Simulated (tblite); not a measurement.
C5H9B.
SMILES with atom numbers: `[BH2:1][C:2](=[CH2:3])/[CH:4]=[CH:5]\[CH3:6]` (hydrogens: H7, H8 on B1; H9, H10 on C3; H11 on C4; H12 on C5; H13, H14, H15 on C6)

Computed with GFN2-xTB (tblite), gas phase: Langevin dynamics at 300 K from the optimised GFN2-xTB geometry, time step 0.5 fs, friction 0.01 fs⁻¹, 2000 steps.

Start geometry:
```
atom  x, y, z in Å
B1     -1.031    0.422    1.041
C2     -0.919    0.134   -0.496
C3     -1.984    0.185   -1.303
C4      0.379   -0.175   -1.090
C5      1.506   -0.350   -0.405
C6      1.615   -0.247    1.075
H7     -1.522   -0.374    1.748
H8     -0.891    1.522    1.425
H9     -2.970    0.405   -0.928
H10    -1.908    0.015   -2.366
H11     0.392   -0.281   -2.168
H12     2.423   -0.593   -0.926
H13     0.622   -0.049    1.501
H14     2.282    0.567    1.363
H15     2.001   -1.172    1.505
```

The statistics below take the 31 frames saved every 25 fs from 250 to 1000 fs; their kinetic temperature (all 3N coordinates) averages 280 K.

**Question.** Give the mean, spread and extremes of the bond lengths.

**Answer.** 
```tsv
bond	start (Å)	mean (Å)	standard deviation (Å)	shortest (Å)	longest (Å)
B1–C2	1.568	1.556	0.026	1.501	1.604
C2=C3	1.337	1.338	0.022	1.293	1.382
C2–C4	1.460	1.482	0.024	1.437	1.563
C4=C5	1.331	1.334	0.020	1.299	1.370
C5–C6	1.488	1.499	0.026	1.434	1.545
B1–H7	1.173	1.180	0.041	1.096	1.252
B1–H8	1.173	1.169	0.024	1.125	1.222
C3–H9	1.077	1.079	0.031	1.018	1.130
C3–H10	1.080	1.082	0.026	1.030	1.136
C4–H11	1.083	1.088	0.029	1.035	1.149
C5–H12	1.083	1.085	0.016	1.043	1.122
C6–H13	1.098	1.092	0.024	1.053	1.138
C6–H14	1.091	1.093	0.036	1.014	1.168
C6–H15	1.091	1.098	0.023	1.050	1.140
```

**Question.** Give the same statistics for bond angles, one of each kind among heavy atoms.

**Answer.** 
```
   angle  start (°)  mean (°)  standard deviation (°)  smallest (°)  largest (°)
B1–C2–C3      121.8     120.4                     5.6         108.9        131.6
B1–C2–C4      120.1     121.6                     4.6         113.4        130.1
C3–C2–C4      118.1     117.2                     4.1         110.8        125.6
C2–C4–C5      124.8     126.3                     4.0         119.3        132.6
C4–C5–C6      124.4     125.9                     4.1         119.4        134.4
```

**Question.** How far does each atom move about its mean position (frames aligned on the start, all atoms weighted alike), and what rms force does it feel?

**Answer.** 
| atom | rms displacement (Å) | rms force (eV/Å) |
| --- | --- | --- |
| B1 | 0.20 | 1.39 |
| C2 | 0.11 | 1.75 |
| C3 | 0.15 | 1.77 |
| C4 | 0.14 | 1.68 |
| C5 | 0.11 | 1.64 |
| C6 | 0.17 | 1.88 |
| H7 | 0.43 | 0.98 |
| H8 | 0.34 | 0.68 |
| H9 | 0.25 | 1.13 |
| H10 | 0.27 | 0.95 |
| H11 | 0.25 | 1.01 |
| H12 | 0.20 | 0.65 |
| H13 | 0.32 | 0.88 |
| H14 | 0.30 | 1.24 |
| H15 | 0.31 | 0.79 |

The displacements run from 0.11 to 0.43 Å, the largest at H7.

**Question.** Follow the torsion B1–C2–C4–C5 through every second one of these frames.

**Answer.** 
| t (fs) | B1–C2–C4–C5 (°) |
| --- | --- |
| 250 | -1 |
| 300 | 10 |
| 350 | 19 |
| 400 | 36 |
| 450 | 18 |
| 500 | 18 |
| 550 | 33 |
| 600 | 35 |
| 650 | 28 |
| 700 | 40 |
| 750 | 40 |
| 800 | 23 |
| 850 | 49 |
| 900 | 45 |
| 950 | 36 |
| 1000 | 48 |

Largest departure from the start value over all these frames: B1–C2–C4–C5 48° (start 6°).

The run is classical and short, so these are rough statistics of one trajectory.

The cost below is that of the whole dynamics run. Hardware: one thread, Arm Neoverse V2 (aarch64) (shared host). Cost: 7.1 s wall, 0.18 GiB resident at most.
